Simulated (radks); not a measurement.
Results of a calculation; reference values are marked as such.
Ionisation of neutral strontium, [Kr] 5s2, to Sr+, [Kr] 5s1, under several functionals. Dirac Kohn-Sham, spin-unpolarised, spherical densities, finite nucleus; a radial shooting solver on a logarithmic mesh with Libxc functionals.

functional                               E(Sr) (hartree)  Exc (hartree)  IE (eV)  -e(HOMO) (eV)  <r> HOMO (bohr)  IE error (eV)
AM05                                         -3176.26874     -101.52495    5.838          3.479            4.328         +0.143
RPBE                                         -3180.02259     -105.33599    5.803          3.484            4.378         +0.108
LDA (Slater exchange, VWN5 correlation)      -3176.10371     -101.35641    6.057          3.639            4.273         +0.362
exchange-only B88                            -3178.41163     -103.69739    5.307          2.934            4.426         -0.388
PBEsol                                       -3177.84760     -103.12499    5.896          3.536            4.316         +0.201

NIST Atomic Spectra Database: 5.695 eV (measured). Closest: RPBE. The Delta-SCF values span 0.75 eV, the total energies 3.92 hartree. The highest occupied level is 5s1/2. Spin polarisation and multiplet splitting are left out, so open shells lie too high by an amount that depends on their filling.

Beside tabulated values, note that spin-unpolarised runs miss the spin-polarisation part of the exchange energy of open shells.
